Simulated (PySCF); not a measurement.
# Correlation energy of Sb⁺ (antimony, charge +1)

[Kr] 4d10 5s2 5p2, high-spin 3P determinant. All numbers are calculated (PySCF 2.14, scalar relativity through the core potential, in aug-cc-pVDZ-PP with ECP28MDF (5s4p3d, 32 functions)). Frozen: 4s2 4p6 4d10; 4 electrons correlated.

MP2 pair energies summed by pair of shells (mhartree):

```tsv
pair	energy	share (%)
5s-5p	-21.82	60.1
5s-5s	-10.83	29.9
5p-5p	-3.62	10.0
```

Total MP2 correlation energy: -36.27 mhartree.

Same-spin part -6.09 and opposite-spin part -30.18 mhartree; SCS-MP2 scales them by 1/3 and 6/5 to -38.25 mhartree.

| level | correlation energy (mhartree) |
| --- | --- |
| CCSD | -50.54 |
| (T) | -0.60 |
| CCSD(T) | -51.14 |

Diagnostics: T1 = 0.0073, D1 = 0.0200, largest double amplitude 0.094.

Cost of the coupled-cluster step: 0.18 s of wall time on 1 thread of Neoverse-V1 (shared host), for 4 correlated electrons.
